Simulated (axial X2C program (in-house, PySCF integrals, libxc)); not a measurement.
# Nuclear properties of As₂⁻

Computed with an axial X2C code built on PySCF integrals: two-component X2C with atomic mean-field Coulomb and Gaunt terms, Gaussian nuclei, basis As dyall-acv3z with contracted cores.

R = 2.182 Å (near the PBE0 minimum at charge -1 of the determinant lowest at the starting distance; the state shown can have its own minimum elsewhere).

Determinant lowest in the PBE0 search, Ω = 1/2 (⟨Sz⟩ = -0.50, ⟨Lz⟩ = 1.00 at PBE0), spin on the atoms As -0.25, As -0.25:

```
    level  A∥/gI As (MHz)  qzz As (a.u.)
     PBE0             929          -1.23
       HF             850          -1.67
    PBE50             921          -1.35
      LDA             921          -1.06
BHandHLYP             897          -1.34
```

Determinant 0.15 eV from it at PBE0 and this distance, Ω = 3/2 (⟨Sz⟩ = 0.50, ⟨Lz⟩ = 1.00 at PBE0), spin on the atoms As 0.25, As 0.25:

```json
{"level": "PBE0", "A∥/gI As (MHz)": "145", "qzz As (a.u.)": "-1.34"}
{"level": "HF", "A∥/gI As (MHz)": "161", "qzz As (a.u.)": "-1.77"}
{"level": "PBE50", "A∥/gI As (MHz)": "159", "qzz As (a.u.)": "-1.45"}
{"level": "LDA", "A∥/gI As (MHz)": "155", "qzz As (a.u.)": "-1.18"}
{"level": "BHandHLYP", "A∥/gI As (MHz)": "173", "qzz As (a.u.)": "-1.46"}
```

A∥ (defined per Ω) follows by multiplying with gI = μI/(I μN); qzz is the electric field gradient, eQq0 = 234.96 MHz × Q/barn × qzz. The operators were transformed with the bare-nucleus X2C matrices; with these basis sets, hyperfine constants and field gradients can be off by tens of per cent, and where levels differ in sign neither size nor sign is settled.

Task: With gI(75As) = 0.9597, Q(75As) = 0.311 barn (g factors from the IAEA table of nuclear moments by Stone; Q from Pyykkö, Mol. Phys. 2018), turn the PBE0 values of the first state into constants in MHz.

Result: A∥(75As) = 929 × 0.9597 = 892 MHz; eQq0(75As) = 234.96 × (0.311) × (-1.23) = -89.9 MHz.

Each state is one determinant with collinear spin. Unrestricted Hartree–Fock can overshoot spin polarisation at the nuclei. For an anion, determinants above electron detachment, or with a positive highest level, are held by the basis set. The search compared states at one distance, so a state with another bond length can lie lower. Further determinants of the search, some of them spin-mixed, are not shown. PBE0 term energies can be off by some tenths of an eV.
